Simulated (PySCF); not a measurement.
# Partial charges of `CCC1=C[SiH2]CCO1`

C6H12OSi.
Geometry (GFN2-xTB, Å), atoms numbered from 1 in this order:
```
atom  x, y, z in Å
C1     2.8258    0.4096    0.3461
C2     1.9692   -0.3854   -0.6402
C3     0.5082   -0.2784   -0.2852
C4    -0.1551   -1.2217    0.3962
Si5   -1.9992   -1.1494    0.6494
C6    -2.3985    0.3907   -0.3949
C7    -1.2372    1.3596   -0.2249
O8    -0.0003    0.8969   -0.7312
H9     3.8779    0.3282    0.0832
H10    2.5428    1.4592    0.3267
H11    2.6886    0.0321    1.3572
H12    2.1109    0.0188   -1.6443
H13    2.2708   -1.4332   -0.6352
H14    0.4111   -2.0894    0.6997
H15   -2.3924   -0.9223    2.0477
H16   -2.6831   -2.3268    0.1053
H17   -2.5057    0.1419   -1.4506
H18   -3.3136    0.8918   -0.0855
H19   -1.4096    2.2957   -0.7663
H20   -1.1158    1.5928    0.8436
```

Density: PBE0/pcSseg-1 (PySCF); schemes: Mulliken, IAO, Hirshfeld and ESP-fitted. Isolated species at its GFN2-xTB geometry (one conformer only).

Task: Give the atomic charges in each scheme.

Result: In e:

```json
{"atom": "C1", "environment": "methyl carbon", "Mulliken": "-0.276", "IAO": "-0.413", "Hirshfeld": "-0.117", "ESP-fitted": "-0.082"}
{"atom": "C2", "environment": "allylic carbon", "Mulliken": "-0.177", "IAO": "-0.264", "Hirshfeld": "-0.071", "ESP-fitted": "-0.052"}
{"atom": "C3", "environment": "vinylic carbon bearing oxygen", "Mulliken": "+0.111", "IAO": "+0.239", "Hirshfeld": "+0.093", "ESP-fitted": "+0.304"}
{"atom": "C4", "environment": "alkene CH carbon", "Mulliken": "-0.456", "IAO": "-0.570", "Hirshfeld": "-0.208", "ESP-fitted": "-0.652"}
{"atom": "Si5", "environment": "SiH2 silicon", "Mulliken": "+0.708", "IAO": "+0.760", "Hirshfeld": "+0.321", "ESP-fitted": "+0.593"}
{"atom": "C6", "environment": "sp3 carbon bound to silicon", "Mulliken": "-0.546", "IAO": "-0.562", "Hirshfeld": "-0.169", "ESP-fitted": "-0.491"}
{"atom": "C7", "environment": "sp3 carbon bound to oxygen", "Mulliken": "+0.043", "IAO": "-0.046", "Hirshfeld": "+0.010", "ESP-fitted": "+0.278"}
{"atom": "O8", "environment": "cyclic ether oxygen", "Mulliken": "-0.475", "IAO": "-0.339", "Hirshfeld": "-0.100", "ESP-fitted": "-0.351"}
{"atom": "H9", "environment": "methyl hydrogen", "Mulliken": "+0.116", "IAO": "+0.142", "Hirshfeld": "+0.042", "ESP-fitted": "+0.034"}
{"atom": "H10", "environment": "methyl hydrogen", "Mulliken": "+0.120", "IAO": "+0.145", "Hirshfeld": "+0.038", "ESP-fitted": "+0.028"}
{"atom": "H11", "environment": "methyl hydrogen", "Mulliken": "+0.114", "IAO": "+0.141", "Hirshfeld": "+0.037", "ESP-fitted": "+0.029"}
{"atom": "H12", "environment": "methylene hydrogen", "Mulliken": "+0.133", "IAO": "+0.151", "Hirshfeld": "+0.042", "ESP-fitted": "+0.051"}
{"atom": "H13", "environment": "methylene hydrogen", "Mulliken": "+0.123", "IAO": "+0.143", "Hirshfeld": "+0.045", "ESP-fitted": "+0.040"}
{"atom": "H14", "environment": "vinylic hydrogen", "Mulliken": "+0.105", "IAO": "+0.154", "Hirshfeld": "+0.036", "ESP-fitted": "+0.219"}
{"atom": "H15", "environment": "Si–H hydrogen", "Mulliken": "-0.086", "IAO": "-0.136", "Hirshfeld": "-0.086", "ESP-fitted": "-0.135"}
{"atom": "H16", "environment": "Si–H hydrogen", "Mulliken": "-0.090", "IAO": "-0.127", "Hirshfeld": "-0.081", "ESP-fitted": "-0.138"}
{"atom": "H17", "environment": "methylene hydrogen", "Mulliken": "+0.148", "IAO": "+0.151", "Hirshfeld": "+0.039", "ESP-fitted": "+0.151"}
{"atom": "H18", "environment": "methylene hydrogen", "Mulliken": "+0.143", "IAO": "+0.152", "Hirshfeld": "+0.045", "ESP-fitted": "+0.116"}
{"atom": "H19", "environment": "methylene hydrogen", "Mulliken": "+0.124", "IAO": "+0.154", "Hirshfeld": "+0.047", "ESP-fitted": "+0.029"}
{"atom": "H20", "environment": "methylene hydrogen", "Mulliken": "+0.118", "IAO": "+0.126", "Hirshfeld": "+0.037", "ESP-fitted": "+0.030"}
```

Mean size of the charges over all atoms: IAO 0.246 e, Mulliken 0.211 e, ESP-fitted 0.190 e, Hirshfeld 0.083 e. Each set sums to the total charge, 0, to within 0.001 e. The ESP scheme is a least-squares fit of atom-centred charges to the potential on four shells outside the van der Waals surface, with the total charge fixed.

Lowest charge. The schemes don't all agree: Mulliken C6 (-0.546); IAO C4 (-0.570); Hirshfeld C4 (-0.208); ESP-fitted C4 (-0.652).

Highest charge. All schemes agree: Mulliken Si5 (+0.708); IAO Si5 (+0.760); Hirshfeld Si5 (+0.321); ESP-fitted Si5 (+0.593).

Task: How many electrons does the Mulliken scheme count on C6?

Result: Z − q = 6 − (-0.546) = 6.546.

Task: How closely do the schemes follow one another over all atoms?

Result: Correlation coefficient and root-mean-square difference: IAO with Hirshfeld 0.98, 0.200 e; Mulliken with IAO 0.98, 0.069 e; Mulliken with Hirshfeld 0.96, 0.174 e; Hirshfeld with ESP-fitted 0.91, 0.175 e; Mulliken with ESP-fitted 0.90, 0.120 e; IAO with ESP-fitted 0.89, 0.140 e.

Task: Sum the charges by element, for elements with more than one atom.

Result: 
```tsv
element	atoms	Mulliken	IAO	Hirshfeld	ESP-fitted
C	6	-1.302	-1.617	-0.462	-0.696
H	12	+1.069	+1.196	+0.241	+0.453
```
